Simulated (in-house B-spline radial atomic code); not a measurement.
A fraction x of an electron is removed from 5p in Te⁺, starting from [Kr] 4d10 5s2 5p3 and keeping the highest spin. All numbers are computed (scalar-relativistic (X2C) wB97X, spin-polarised, spherical fractional occupations; Fermi nucleus of rms radius 4.7423 fm) with a B-spline radial code for spherical atoms, not measured.

Caution: exact exchange at fractional occupations of open shells leaves self-interaction of up to several eV.

```
   x  E(x) - E(0) (eV)  5p up level (eV)
   0            0.0000           -17.911
0.07            1.2684           -18.328
0.14            2.5660           -18.747
0.27            5.0540           -19.531
0.48            9.2900           -20.815
 0.5            9.7075           -20.938
0.52           10.1275           -21.062
0.65           12.9179           -21.869
0.87           17.8809           -23.253
0.97           20.2380           -23.890
   1           20.9576           -24.082
```

The exact functional would give a straight line between the two integer points. Deviations E(x) - E(0) - x[E(1) - E(0)], in eV: -0.199 at x = 0.07, -0.368 at x = 0.14, -0.605 at x = 0.27, -0.77 at x = 0.48, -0.771 at x = 0.5, -0.77 at x = 0.52, -0.705 at x = 0.65, -0.352 at x = 0.87, -0.091 at x = 0.97.

The curve lies below the straight line by up to 0.771 eV (at x = 0.5): convex, the delocalisation error, to which spherically averaged exact exchange adds.

Question: How well does Slater's transition state (minus the level at half occupation) give the ionisation energy?

Answer: It gives 20.938 eV against 20.958 eV from the two total energies; NIST lists 18.60 eV, ground level to ground level. The end point has an open shell averaged over its orbitals, so its exact exchange keeps a self-interaction and this is no true integer point.
